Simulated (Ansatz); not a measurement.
Mulliken charges of `O1[SiH2][AsH]1` from r2SCAN/def2-TZVPP in Ansatz (PBE0-D4/def2-TZVP geometry).

```csv
atom,x (Å),y (Å),z (Å),charge (e)
O1,0.740,-1.070,0.116,-0.469
Si2,-0.263,-0.023,-0.676,0.436
As3,-0.230,-0.326,1.573,0.206
H4,-1.316,-0.635,-1.518,-0.072
H5,0.387,1.134,-1.333,-0.070
H6,0.724,0.857,1.791,-0.030
```

Problem. By hand: the dipole of these point charges (1 e Å = 4.8032 D).

Solution. Σ q r = (-0.463, 0.365, 0.124) e Å, of length 0.602 e Å = 2.89 D.

Problem. How does the dipole of the full density compare? (Estimate.)

Solution. The calculation gave: (-0.204, 0.271, -0.069) e Å, 1.66 D; the point charges give 1.74 times that, at 28° from its direction.

Point charges leave out the atoms' own dipoles, such as those of lone pairs, and Mulliken's split depends on the basis, so the two needn't agree.
